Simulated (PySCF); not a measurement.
## Hf⁵⁴⁺ (hafnium, charge +54) across methods

[Ar], closed-shell 1S. All numbers are calculated (PySCF 2.14, the non-relativistic Hamiltonian (point nucleus), in an uncontracted even-tempered set (16 s from 14 bohr⁻², ratio 2.5; 10 p from 18 bohr⁻², ratio 2.5; 4 d from 74 bohr⁻², ratio 2.7; 4 f from 110 bohr⁻², ratio 2.7)).

```csv
method,E (hartree),mean ε 2p (eV),mean ε 3s (eV),mean ε 3p (eV),Σ⟨r²⟩ (bohr²),⟨S²⟩
BP86,-11434.42,-13139.8,-5372.5,-5224.5,0.4363,0.000
UHF,-11432.66307,-13308.8,-5453.2,-5279.2,0.4368,0.000
r2SCAN,-11433.52,-13160.5,-5382.9,-5228.9,0.4367,0.000
LDA,-11425.03,-13134.6,-5367.9,-5221.8,0.4367,0.000
PBE0,-11433.16,-13181.3,-5392.8,-5238.2,0.4365,0.000
r2SCANh,-11433.52,-13175.4,-5390.1,-5234.1,0.4367,0.000
PBE,-11433.03,-13138.2,-5371.9,-5223.8,0.4364,0.000
```

A non-relativistic calculation at this Z misses sizeable relativistic shifts. Spin-orbit coupling, which splits the p, d and f shells strongly at this Z, is absent.
